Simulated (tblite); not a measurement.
Input of a run (GFN2-xTB geometry optimisation, gas phase (tblite 0.8.0)), started from a force field or distance geometry:
```
{"job": {"kind": "relax", "xc": "GFN2-xTB", "basis": "xTB"}, "charge": 0, "multiplicity": 1}
C     -0.142500     2.805900     0.546200
C      0.344900     1.730200     1.110600
C      0.408800     0.418100     0.471500
C      0.928000    -0.573700     1.149100
Si     1.047000    -2.272200     0.453300
Si    -0.213300     0.078300    -1.212200
P     -2.111800    -1.028200    -1.234900
Cl     1.252900    -0.877000    -2.398000
H     -0.556100     2.805100    -0.446700
H     -0.152400     3.749700     1.116600
H      0.731900     1.850100     2.127600
H      1.301800    -0.441200     2.158200
H      0.911900    -3.194000     1.614500
H     -0.025500    -2.576900    -0.487500
H      2.388900    -2.423300    -0.130600
H     -0.454300     1.362300    -1.869900
H     -3.088500    -0.359900    -0.363600
H     -2.580500    -1.046900    -2.615800
```

Output (eV, eV/Å):
```
step      E/eV     max force
  0    -656.38441    2.393
  1    -656.66491    1.455
  2    -656.89987    1.070
  3    -657.05447    1.130
  4    -657.20919    1.177
  5    -657.27331    0.685
  6    -657.30759    0.531
  7    -657.32770    0.311
  8    -657.34507    0.372
  9    -657.36006    0.343
 10    -657.37303    0.332
 11    -657.38574    0.348
 12    -657.39788    0.416
 13    -657.41155    0.431
 14    -657.42370    0.339
 15    -657.43227    0.221
 16    -657.43777    0.160
 17    -657.44138    0.172
 18    -657.44503    0.212
 19    -657.44955    0.208
 20    -657.45390    0.168
 21    -657.45729    0.130
 22    -657.45988    0.114
 23    -657.46178    0.095
 24    -657.46305    0.078
 25    -657.46397    0.070
 26    -657.46483    0.090
 27    -657.46589    0.094
 28    -657.46700    0.088
 29    -657.46779    0.060
 30    -657.46818    0.039
 31    -657.46838    0.032
 32    -657.46856    0.033
 33    -657.46874    0.034
 34    -657.46896    0.035
 35    -657.46922    0.036
 36    -657.46953    0.044
 37    -657.46979    0.038
 38    -657.46997    0.034
 39    -657.47013    0.032
 40    -657.47035    0.050
 41    -657.47067    0.061
 42    -657.47103    0.049
 43    -657.47134    0.044
 44    -657.47163    0.046
 45    -657.47198    0.052
 46    -657.47237    0.056
 47    -657.47272    0.040
 48    -657.47298    0.045
 49    -657.47324    0.048
 50    -657.47363    0.065
 51    -657.47418    0.066
 52    -657.47474    0.046
 53    -657.47518    0.043
 54    -657.47561    0.064
 55    -657.47626    0.099
 56    -657.47735    0.112
 57    -657.47868    0.086
 58    -657.47975    0.077
 59    -657.48069    0.080
 60    -657.48163    0.131
 61    -657.48255    0.136
 62    -657.48358    0.082
 63    -657.48453    0.072
 64    -657.48539    0.067
 65    -657.48618    0.096
 66    -657.48724    0.091
 67    -657.48848    0.085
 68    -657.48975    0.112
 69    -657.49050    0.112
 70    -657.49150    0.078
 71    -657.49208    0.070
 72    -657.49284    0.051
 73    -657.49314    0.046
 74    -657.49370    0.053
 75    -657.49416    0.061
 76    -657.49487    0.068
 77    -657.49550    0.046
 78    -657.49593    0.039
 79    -657.49614    0.041
 80    -657.49632    0.038
 81    -657.49657    0.034
 82    -657.49685    0.040
 83    -657.49711    0.034
 84    -657.49731    0.035
 85    -657.49747    0.029
 86    -657.49760    0.032
 87    -657.49772    0.027
 88    -657.49784    0.027
 89    -657.49797    0.022
 90    -657.49806    0.018
 91    -657.49813    0.021
 92    -657.49817    0.019
 93    -657.49821    0.017
 94    -657.49825    0.019
 95    -657.49830    0.016
 96    -657.49834    0.016
 97    -657.49840    0.020
 98    -657.49849    0.027
 99    -657.49860    0.028
100    -657.49869    0.019
101    -657.49874    0.016
102    -657.49877    0.019
103    -657.49883    0.020
104    -657.49891    0.021
105    -657.49898    0.021
106    -657.49903    0.017
107    -657.49907    0.017
108    -657.49913    0.021
109    -657.49922    0.025
110    -657.49931    0.021
111    -657.49937    0.012
112    -657.49939    0.010
```

**Question.** Summarise the run.

**Answer.** The energy falls by 25.7 kcal/mol over 112 L-BFGS steps, the largest force on an atom goes from 2.39 to 0.010 eV/Å, and the atoms move by 0.417 Å rms after alignment. The bond that changes most is P7–H17 (three-coordinate phosphorus to P–H hydrogen), which shortens by 0.084 Å. Bonds longer at the end by more than 0.005 Å: 6 of 17; shorter: 7. Among the angles that change most is H17–P7–H18, from 110.7° to 92.5°. Among the dihedrals that turn most is C3–Si6–P7–H17, from 51° to 73°. The energy never rose by more than 1e-5 eV on the way. The first step brought 25 % of the lowering.

**Question.** What are the final bond lengths?

**Answer.** C1=C2 1.327 Å, C2–C3 1.458 Å, C3=C4 1.344 Å, C4–Si5 1.883 Å, C3–Si6 1.899 Å, Si6–P7 2.251 Å, Si6–Cl8 2.031 Å, C1–H9 1.077 Å, C1–H10 1.077 Å, C2–H11 1.084 Å, C4–H12 1.088 Å, Si5–H13 1.467 Å, Si5–H14 1.463 Å, Si5–H15 1.464 Å, Si6–H16 1.469 Å, P7–H17 1.385 Å, P7–H18 1.386 Å. Numbering counts from 1 in the input's order; the species is `C=C/C(=C/[SiH3])[Si@H](P)Cl`.

Its GFN2-xTB frequencies are all real (lowest 34 cm⁻¹). One conformer, not necessarily the lowest.

These are computed values.
